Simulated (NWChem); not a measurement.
System: SF anion

Input file for NWChem:

```
start job
memory heap 200 mb stack 900 mb global 1100 mb
charge -1
geometry units angstroms noautosym nocenter noautoz
  F      0.000000     0.000000    -1.124567
  S      0.000000     0.000000     0.635976
end
basis spherical
  * library 6-31+g*
end
dft
  xc pbe0
  iterations 150
end
cosmo
  do_cosmo_smd true
  solvent water
end
task dft energy
```

Excerpt of the output:

```
             Northwest Computational Chemistry Package (NWChem) 7.3.0
             --------------------------------------------------------

                             Geometry "geometry" -> ""
                             -------------------------

 Output coordinates in angstroms (scale by  1.889725989 to convert to a.u.)

  No.       Tag          Charge          X              Y              Z
 ---- ---------------- ---------- -------------- -------------- --------------
    1 F                    9.0000     0.00000000     0.00000000    -1.12456700
    2 S                   16.0000     0.00000000     0.00000000     0.63597600

 Effective nuclear repulsion energy (a.u.)      43.2829665938

                                 NWChem DFT Module
                                 -----------------

 Summary of "ao basis" -> "ao basis" (spherical)
 ------------------------------------------------------------------------------
       Tag                 Description            Shells   Functions and Types
 ---------------- ------------------------------  ------  ---------------------
 F                          6-31+g*                  8       18   4s3p1d
 S                          6-31+g*                 10       22   5s4p1d

 in cosmo_initialize ...
 calling solv_data for solv:h2o

 solvent parameters
 solvname_short: h2o
 solvname_long:  water
 dielec:       78.4000
 dielecinf:     1.7769
 aqueous SMD model solvent descriptors
 dielec:       78.4000
 sola:          0.8200

          ---------------
          -cosmo- solvent
          ---------------
 Cosmo: York-Karplus, doi: 10.1021/jp992097l
 dielectric constant -eps-     =  78.40
 screen = (eps-1)/(eps    )    =   0.98724
 surface charge correction     = lagrangian

   van der Waals surface
 --------------------------

[...]

                                COSMO-SMD solvation results
                                ---------------------------

             internal energy in gas <Psi(g)|H|Psi(g)> =      -497.792833396409
         internal energy in solvent <Psi(s)|H|Psi(s)> =      -497.791985381922
                               delta internal energy  =         0.000848014488 (    0.53 kcal/mol)
   total free energy in solvent <Psi(s)|H+V/2|Psi(s)> =      -497.892945895455
 polarization energy contribution <Psi(s)|V/2|Psi(s)> =        -0.100960513533 (  -63.35 kcal/mol)
    total free energy in solvent including G(SMD-CDS) =      -497.891946382147
                       G(SMD-CDS) energy contribution =         0.000999513308 (    0.63 kcal/mol)
     1 M fixed-concentration free energy of solvation =        -0.099112985738 (  -62.19 kcal/mol)

                       DFT Final Molecular Orbital Analysis
                       ------------------------------------

 Vector   11  Occ=2.000000D+00  E=-4.027256D-01
              MO Center= -2.5D-10,  2.5D-10, -1.0D+00, r^2= 7.3D-01
   Bfn.  Coefficient  Atom+Function         Bfn.  Coefficient  Atom+Function
  ----- ------------  ---------------      ----- ------------  ---------------
     3      0.452577  1 F  px                 4     -0.427756  1 F  py
     7      0.295112  1 F  px                 8     -0.278927  1 F  py
    25      0.118941  2 S  px                26     -0.112418  2 S  py
    11      0.081665  1 F  px                12     -0.077186  1 F  py
    21     -0.047293  2 S  px                22      0.044700  2 S  py

 Vector   12  Occ=2.000000D+00  E=-1.998801D-01
              MO Center= -6.3D-10,  6.0D-10,  5.6D-01, r^2= 1.9D+00
   Bfn.  Coefficient  Atom+Function         Bfn.  Coefficient  Atom+Function
  ----- ------------  ---------------      ----- ------------  ---------------
    25      0.473618  2 S  px                26     -0.451351  2 S  py
    29      0.301594  2 S  px                30     -0.287415  2 S  py
    21     -0.180090  2 S  px                22      0.171623  2 S  py
     3     -0.157911  1 F  px                 4      0.150487  1 F  py
     7     -0.105599  1 F  px                 8      0.100635  1 F  py

 Vector   13  Occ=2.000000D+00  E=-1.998801D-01
              MO Center=  2.8D-11,  1.4D-10,  5.6D-01, r^2= 1.9D+00
   Bfn.  Coefficient  Atom+Function         Bfn.  Coefficient  Atom+Function
  ----- ------------  ---------------      ----- ------------  ---------------
    26      0.473618  2 S  py                25      0.451351  2 S  px
    30      0.301594  2 S  py                29      0.287415  2 S  px
    22     -0.180090  2 S  py                21     -0.171623  2 S  px
     4     -0.157911  1 F  py                 3     -0.150487  1 F  px
     8     -0.105599  1 F  py                 7     -0.100635  1 F  px

 Vector   14  Occ=0.000000D+00  E=-3.005465D-02
              MO Center= -1.3D-09,  1.4D-09,  4.6D-01, r^2= 4.0D+00
   Bfn.  Coefficient  Atom+Function         Bfn.  Coefficient  Atom+Function
  ----- ------------  ---------------      ----- ------------  ---------------
    31      0.582741  2 S  pz                10      0.535592  1 F  s
    27      0.516122  2 S  pz                35      0.503390  2 S  pz
    28     -0.400389  2 S  s                 13      0.282047  1 F  pz
     5      0.278215  1 F  pz                 9      0.239381  1 F  pz
     6      0.234342  1 F  s                 32     -0.212347  2 S  s

[...]
```

Level: PBE0/6-31+G* (spherical d), SMD on the gas-phase geometry. Geometry: optimised at B3LYP/def2-SVPD. Solvent: water.
